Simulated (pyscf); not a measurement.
# H₂As–In, singlet

Gas-phase minimum from PySCF at ωB97X-D3(BJ)/def2-SVP, one conformer. Other isomers of H₂As–In [singlet] were not searched in full and may lie lower. 

```xyz
4

As     0.9804    -0.0648    -0.4618
In    -0.3566     0.1355    -2.7615
H     -0.0152     0.9796     0.0449
H      0.0055    -1.2026    -0.1564
```
Charge 0, spin multiplicity 1.

Bonds (Å): As1–In2 2.668, As1–H3 1.529, As1–H4 1.529. Angles (°): In2–As1–H3 84.7, In2–As1–H4 84.7, H3–As1–H4 91.5.

Properties at ωB97X-D3(BJ)/def2-SVP:

- Harmonic wavenumbers, unscaled: 207, 358, 399, 1006, 2201, 2208 cm⁻¹
- Zero-point energy: 9.1 kcal/mol
- Rotational symmetry number: 1
- Entropy of this conformer at 298 K and 1 atm, rigid rotor and harmonic oscillator, modes under 100 cm⁻¹ raised to 100: 295.2 J/(mol K)
- Dipole moment: 1.91 D

Single-point totals, which compare only within one level (frozen core for MP2 and CC):

```tsv
level	total energy (hartree)
ωB97X-D3(BJ)/def2-TZVP	-2427.24211
PBE/def2-TZVP	-2426.89434
r²SCAN/def2-TZVP	-2427.28805
B3LYP-D3(BJ)/def2-TZVP	-2427.35310
PBE0-D3(BJ)/def2-TZVP	-2426.95923
M06-2X/def2-TZVP	-2427.16266
ωB97M-D3(BJ)/def2-TZVP	-2427.27188
HF/def2-TZVPP	-2424.59324
MP2/def2-TZVPP	-2425.13809
CCSD/def2-TZVPP	-2425.14341
CCSD(T)/def2-TZVPP	-2425.16237
```

The CCSD(T) − MP2 part came from Ansatz, without density fitting, on the same reference. The frozen core leaves the outer d or s,p core shells of the metals and heavy elements correlated in the MP2 and CC values, and def2-TZVPP describes them poorly, so these totals are far from the basis limit. Elements up to Kr have no core potential and no relativistic terms here. Elements past Kr carry the def2 core potentials, without spin-orbit coupling.
